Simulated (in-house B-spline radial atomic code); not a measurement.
Configurations of W4+, with energies counted from [Xe] 4f14 (5d3/2)2. Method: Dirac-Hartree-Fock, average of each configuration as written, Fermi nucleus of rms radius 5.3658 fm. Calculated with an all-electron radial atomic-structure program (B-spline basis). Energies include first-order Breit, QED and recoil terms.

Occupations are held fixed; configurations that lie above the ionisation limit could autoionise.

```tsv
configuration	E - E(ref) (eV)	highest orbital	its <r> (bohr)
[Xe] 4f14 (5d3/2)1 (5d5/2)1	1.0598	5d5/2	1.682
[Xe] 4f14 (5d3/2)1 9s1	39.849	9s1/2	10.47
[Xe] 4f14 (5d3/2)1 (7f5/2)1	39.94	7f5/2	9.3
[Xe] (4f5/2)5 (4f7/2)8 (5d3/2)2 (8p1/2)1	74.482	8p1/2	7.818
[Kr] 4d10 4f14 5s2 (5p1/2)2 (5p3/2)3 (5d5/2)2 (9g7/2)1	88.803	9g7/2	22.16
[Kr] (4d3/2)3 (4d5/2)6 4f14 5s2 5p6 (5d5/2)2 (6f5/2)1	302.33	6f5/2	5.993
```

(1) Order these further configurations by energy, lowest first.
A. [Xe] 4f14 (5d5/2)1 8s1
B. [Xe] 4f14 (5d5/2)2
C. [Xe] (4f5/2)6 (4f7/2)7 (5d3/2)2 (8f5/2)1
D. [Xe] (4f5/2)6 (4f7/2)7 (5d5/2)2 8s1
E. [Xe] (4f5/2)5 (4f7/2)8 (5d3/2)2 (8g9/2)1

(2) How far above the reference does [Xe] 4f14 (5d3/2)1 (8f7/2)1 lie?

Answers

(1) B (1.8408 eV), A (36.393 eV), D (73.063 eV), C (77.729 eV), E (82.009 eV).

(2) 42.576 eV; its least bound orbital is 8f7/2 with <r> = 13.23 bohr.
